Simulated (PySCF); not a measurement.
# Excitation energy of Ar(2+) by level of theory

Ar(2+) [Ne] 3s2 3p4 (3P) → Ar(2+) [Ne] 3s1 3p4 3d1 (high-spin determinant), as a difference of total energies. Computed with PySCF 2.14 in aug-cc-pV(D+d)Z, with the non-relativistic Hamiltonian (point nucleus). Correlated levels: valence: [Ne] frozen. The calculations carry no spin-orbit coupling.

| method | excitation energy (eV) |
| --- | --- |
| UHF | 32.065 |
| LDA | 32.517 |
| PBE | 32.174 |
| PBE0 | 32.409 |
| r2SCAN | 32.027 |
| M06-2X | 33.174 |
| wB97X | 33.035 |
| BLYP | 32.508 |
| r2SCANh | 32.114 |
| MP2 (valence) | 32.570 |
| SCS-MP2 (valence) | 32.511 |

Q: How much does correlation contribute at MP2 (valence)?

A: 32.570 − (32.065) = 0.505 eV, measured against UHF.

The promoted electron is Rydberg-like, and one or two diffuse shells describe it only roughly, which tends to raise the upper state.

The determinant of the upper state mixes LS terms, which raises its energy above the lowest term, most at the Hartree-Fock and MP2 levels.
